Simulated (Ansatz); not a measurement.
The inner images of a band of AlFH5NO (9 atoms, charge 0, multiplicity 1) are given out of order.

Computed with RKS PBE0/6-31G* (Ansatz 0.2.0).

Initial state:

```xyz
9
Properties=species:S:1:pos:R:3
Al -0.054 0.021 0.186
H -0.379 -0.928 1.431
O 1.557 0.096 -0.459
H 1.951 -0.672 -0.881
F -1.321 0.241 -0.888
N 0.099 1.910 0.927
H 1.025 2.219 0.634
H -0.598 2.528 0.514
H 0.034 1.979 1.940
```

Final state:

```xyz
9
Properties=species:S:1:pos:R:3
Al 0.223 0.710 -0.377
H -0.415 -0.485 2.396
O 1.708 -0.100 -0.570
H 1.737 -0.967 -0.984
F -1.181 0.018 -0.915
N 0.188 2.304 0.375
H 1.012 2.793 0.692
H -0.639 2.871 0.487
H -0.318 0.248 2.297
```

Problem. Put them in order from the first end to the last, with their energies above the first end.
A.
```xyz
9
Properties=species:S:1:pos:R:3
Al 0.020 0.073 0.113
H -0.302 -0.637 1.515
O 1.617 -0.016 -0.549
H 1.892 -0.842 -0.958
F -1.264 0.136 -0.956
N 0.084 1.949 0.911
H 0.990 2.408 0.832
H -0.642 2.593 0.604
H -0.081 1.728 1.891
```
B.
```xyz
9
Properties=species:S:1:pos:R:3
Al 0.071 0.169 0.036
H -0.260 -0.317 1.567
O 1.671 -0.084 -0.547
H 1.850 -0.929 -0.971
F -1.240 0.038 -0.984
N 0.075 1.990 0.880
H 0.952 2.496 0.990
H -0.686 2.649 0.727
H -0.118 1.381 1.705
```
C.
```xyz
9
Properties=species:S:1:pos:R:3
Al 0.152 0.569 -0.172
H -0.269 -0.187 1.814
O 1.670 -0.151 -0.449
H 1.767 -0.966 -0.949
F -1.231 -0.036 -0.855
N 0.129 2.165 0.624
H 0.972 2.643 0.908
H -0.674 2.774 0.667
H -0.201 0.582 1.814
```
D.
```xyz
9
Properties=species:S:1:pos:R:3
Al 0.111 0.382 -0.059
H -0.265 -0.095 1.656
O 1.683 -0.122 -0.495
H 1.819 -0.946 -0.970
F -1.235 0.010 -0.951
N 0.089 2.035 0.828
H 0.957 2.533 1.005
H -0.677 2.694 0.731
H -0.169 0.901 1.658
```
E.
```xyz
9
Properties=species:S:1:pos:R:3
Al 0.185 0.666 -0.258
H -0.306 -0.397 2.022
O 1.677 -0.130 -0.463
H 1.716 -0.981 -0.909
F -1.214 -0.018 -0.823
N 0.161 2.280 0.459
H 0.989 2.772 0.760
H -0.663 2.852 0.570
H -0.232 0.349 2.044
```

Solution. A (+2.0 kcal/mol), B (+11.6 kcal/mol), D (+36.3 kcal/mol), C (+25.1 kcal/mol), E (+20.9 kcal/mol).

Time of the run: 3.7 min on 1 thread of Arm Neoverse V1 (shared host), peak memory 0.17 GiB.
